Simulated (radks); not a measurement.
The germanium ion Ge18+, configuration [Ne] 3s2 3p2 (the NIST ground configuration). Calculated with a radial shooting solver on a logarithmic mesh with Libxc functionals: non-relativistic Kohn-Sham, PBE, spin-polarised, spherical densities, point nucleus; open shells are filled with parallel spins first.

Unscreened Slater integrals over Kohn-Sham orbitals (eV). They are taken over the spin-up orbitals. Empty in this configuration: 3d.

\begin{tabular}{lr}
integral & value \\ \hline
F0(3p,3p) & 46.843 \\
F2(3p,3p) & 23.765 \\
F0(3p,3s) & 46.148 \\
G1(3p,3s) & 30.160 \\
F0(3p,2p) & 62.122 \\
F2(3p,2p) & 15.144 \\
G0(3p,2p) & 6.0493 \\
G2(3p,2p) & 6.5711 \\
F0(3p,2s) & 60.300 \\
G1(3p,2s) & 4.7788 \\
F0(3p,3d) & 48.766 \\
F2(3p,3d) & 23.792 \\
G1(3p,3d) & 26.007 \\
G3(3p,3d) & 17.273 \\
F0(3s,3s) & 45.585 \\
F0(3s,2p) & 59.822 \\
G1(3s,2p) & 5.9770 \\
F0(3s,2s) & 58.533 \\
G0(3s,2s) & 4.7350 \\
F0(3s,3d) & 48.006 \\
G2(3s,3d) & 19.503 \\
F0(2p,2p) & 135.65 \\
F2(2p,2p) & 64.441 \\
F0(2p,2s) & 123.82 \\
G1(2p,2s) & 70.547 \\
F0(2p,3d) & 66.288 \\
F2(2p,3d) & 18.899 \\
G1(2p,3d) & 16.968 \\
G3(2p,3d) & 9.7586 \\
F0(2s,2s) & 116.31 \\
F0(2s,3d) & 65.504 \\
G2(2s,3d) & 16.062 \\
F0(3d,3d) & 52.015 \\
F2(3d,3d) & 26.817 \\
F4(3d,3d) & 17.333 \\
\end{tabular}

Derived for the open shells (J is the average intra-shell exchange parameter used in DFT+U). 3p: J = F2/5 = 4.753 eV; in LS coupling 1D lies 6 F2/25 = 5.704 eV above 3P.
